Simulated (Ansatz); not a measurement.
Z-matrix (Å, degrees):
```
B
F 1 1.372
F 1 1.371 2 114.0
F 1 1.371 2 113.3 3 131.5
N 1 1.658 2 105.1 3 -114.5
C 5 1.333 1 119.7 2 -31.8
C 5 1.333 1 119.8 2 151.3
C 6 1.380 5 121.4 1 -176.8
H 6 1.082 5 115.5 1 3.7
C 7 1.380 5 121.4 1 176.8
H 7 1.082 5 115.5 1 -3.7
C 8 1.386 6 118.8 5 -0.0
H 8 1.082 6 119.7 5 -179.9
H 10 1.082 7 119.7 5 179.9
H 12 1.084 8 120.4 6 -179.9
```

Charge 0, multiplicity 1.

(1) List the CAM-B3LYP/def2-TZVPP orbital energies in eV (Ansatz). (Estimate.)

Results:

(1) Computed: Occupied: -672.23, -672.23, -672.09, -393.85, -281.28, -281.28, -280.74, -280.38, -280.38, -187.93, -34.46, -33.32, -33.19, -30.09, -25.74, -24.58, -20.95, -20.78, -18.53, -16.84, -16.73, -15.92, -15.56, -15.44, -15.21, -15.01, -14.52, -13.37, -13.14, -12.75, -12.73, -12.13, -12.08, -11.48, -11.40, -10.94, -10.15. Lowest empty: -1.23, -0.49, 1.61, 2.47, 2.69, 3.06, 3.56, 3.65.
